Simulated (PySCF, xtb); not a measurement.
InCl3, SMILES [Cl][In]([Cl])[Cl].

Harmonic wavenumbers (cm⁻¹) from GFN2-xTB run with xtb 6.7.1 at its own minimum, in rising order: 79, 79, 79, 267, 321, 321.

Task: What does PBE0-D3(BJ)/def2-SVP (PySCF 2.14.0) give at its own minimum? (Estimate from the structure and the level; the computed values follow.)

Result: 93, 93, 99, 346, 404, 404. Paired by order, the mean absolute difference is 49 cm⁻¹ and the zero-point energies are 1.6 and 2.1 kcal/mol.
